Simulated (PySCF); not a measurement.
Al: excitation energy

Al [Ne] 3s2 3p1 (2P) → Al [Ne] 3s2 4s1 (2S), as a difference of total energies. Calculation: PySCF 2.14, in x2c-QZVPPall with one added diffuse shell each of s, p, d, f type (10s7p5d3f1g, 86 functions); scalar relativity by spin-free X2C-1e. Correlated levels: valence and next inner shell: 1s2 frozen. The calculations carry no spin-orbit coupling.

```
                                method  excitation energy (cm⁻¹)
                                   UHF                     24301
    MP2 (valence and next inner shell)                     24689
SCS-MP2 (valence and next inner shell)                     24803
   CCSD (valence and next inner shell)                     25324
CCSD(T) (valence and next inner shell)                     25350
```

Errors of the correlated levels include the incompleteness of this basis and the frozen core.

For comparison: 25273 cm⁻¹ (measured; NIST levels, between the centres of gravity of the two terms).
